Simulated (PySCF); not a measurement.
Molecule: SMILES C[CH2][Sn]([Cl])([Cl])[CH2]C. Atoms near the plane z = 0.0 Å, at the GFN2-xTB optimised geometry (x, y, z in Å): Sn3 (-0.9, -1.1, 0.0), Cl4 (-1.4, 1.1, 0.0), Cl5 (1.4, -1.1, 0.0).

Method: B3LYP/def2-SVP, def2 effective core potentials past Kr run with PySCF. The core electrons that the potentials of Sn replace are not part of the density. Cells within 0.4 Å of a nucleus heavier than hydrogen are left out (blank, or x). The values are rescaled to run from 0 to 1.

```
|5555555555555555555555555555555|
|5555555555555555555555555555555|
|5555556666665555555555555555555|
|5555666666666555555555555555555|
|5556666677666655555555555555555|
|5556667777766655555555555555555|
|5566677888776655555555555555555|
|5566678999876655555555555555555|
|5566678999865555555555555555555|
|55566677xxx54455555555555555555|
|55555555xxx23445555555555555555|
|55555433xxx12445555555555555555|
|5555543100012455555555555555555|
|5555543210124556655555555555555|
|5555554433456666665555556665555|
|5555555556677877665445556666555|
|5666666778889988754444566666655|
|6666677888888998754223567776665|
|6666778897423798753113578877665|
|6666778985xxx3887420xxx89877665|
|6666778984xxx1787410xxx89987665|
|6666778886xxx4887420xxx89877665|
|6666677888645798753113578876665|
|6666677788888998754323567776665|
|6666667778899988755444566666655|
|6666666677888887665555556666555|
|5666666667777777665555556665555|
|5566666666677776666555555555555|
|5555666666666666666555555555555|
|5555566666666666666555555555555|
|5555556666666666665555555555555|
```
Scale: ten equal steps from 0.000 (start of '0') to 1.00 (end of '9'), in the order '0123456789'; x runs from -3.50 to 3.50, y from -3.50 (bottom) to 3.50 (top).

### Question
Which quantity is mapped?
A) electron localisation function
B) deformation density (molecule minus spherical neutral atoms)
C) an orbital amplitude
D) Laplacian of the electron density

### Answer
C, an orbital amplitude. In full: LUMO amplitude (bohr^(-3/2)).
